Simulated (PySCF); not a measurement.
# Mayer bond orders and bond lengths

Compound: C4H10OS2Si.
Atom-mapped SMILES: `[CH3:1]/[C:2](=[CH:3]/[S@:4]([CH3:5])=[O:6])[S:7][SiH3:8]` (hydrogens: H9, H10, H11 on C1; H12 on C3; H13, H14, H15 on C5; H16, H17, H18 on Si8)

Cartesian coordinates in Å at the GFN2-xTB level; atoms count from 1:
```
atom  x, y, z in Å
C1     0.3923    2.5675    0.4174
C2     0.1310    1.1226    0.1261
C3    -0.6081    0.7492   -0.9235
S4    -1.0203   -0.9252   -1.3687
C5    -2.1056   -1.2869    0.0690
O6     0.2118   -1.7466   -1.1234
S7     0.8200    0.0314    1.3075
Si8    1.8794   -1.5261    0.1392
H9     1.4580    2.7694    0.3211
H10    0.1114    2.7814    1.4468
H11   -0.1598    3.2173   -0.2573
H12   -0.9968    1.4712   -1.6227
H13   -2.3269   -2.3489    0.0613
H14   -1.5868   -1.0132    0.9816
H15   -3.0147   -0.7078   -0.0458
H16    2.3695   -0.8684   -1.0648
H17    3.0948   -1.4617    0.9895
H18    1.3422   -2.8189    0.5350
```

Bond orders from the PBE0/pcSseg-1 density (PySCF). One conformer (not necessarily the lowest) at the GFN2-xTB geometry, without solvent, vibrations or thermal averaging.

Question: Where do the orders between heavy atoms depart from those drawn in the SMILES?

Answer: The largest departure is 0.707, at S4–O6 (drawn double, 1.293). Drawn single, order above 1.12: C2–S7 (1.183). Drawn single, order below 0.88: S7–Si8 (0.734). Drawn double or triple, more than 0.30 short of the drawn order: C2–C3 (1.694) and S4–O6 (1.293).

Question: Give the Mayer order of every bond, beside its length.

Answer: 
```
   bond  drawn as  length (Å)  Mayer order
  C1–C2    single       1.497        1.050
  C2–C3    double       1.337        1.694
  C3–S4    single       1.781        0.977
  S4–C5    single       1.837        0.923
  S4–O6    double       1.501        1.293
  C2–S7    single       1.750        1.183
 S7–Si8    single       2.217        0.734
  C1–H9    single       1.089        0.942
 C1–H10    single       1.088        0.941
 C1–H11    single       1.087        0.958
 C3–H12    single       1.078        0.927
 C5–H13    single       1.085        0.947
 C5–H14    single       1.085        0.933
 C5–H15    single       1.084        0.944
Si8–H16    single       1.457        0.938
Si8–H17    single       1.485        0.872
Si8–H18    single       1.455        0.918
```

By pair of heavy elements: C–C: lowest C1–C2 (1.050, 1.497 Å), highest C2–C3 (1.694, 1.337 Å). C–S: lowest S4–C5 (0.923, 1.837 Å), highest C2–S7 (1.183, 1.750 Å).

Question: Sum the orders of all bonds at each heavy atom with more than one neighbour and set the sums beside the valence in the SMILES.

Answer: C1 3.891 (drawn 4), C2 3.927 (drawn 4), C3 3.598 (drawn 4), S4 3.193 (drawn 4), C5 3.747 (drawn 4), S7 1.917 (drawn 2), Si8 3.462 (drawn 4). Orders between atoms that aren't bonded are not in these sums.

The Mayer order sums products of elements of PS (density times overlap matrix) between the two atoms' basis functions, so it depends on the basis set.

These values come from a run that also computed NMR shieldings. Hardware: an Arm Neoverse N1 with one thread, shared host. Cost: 75 s, 1.0 GiB resident at most.
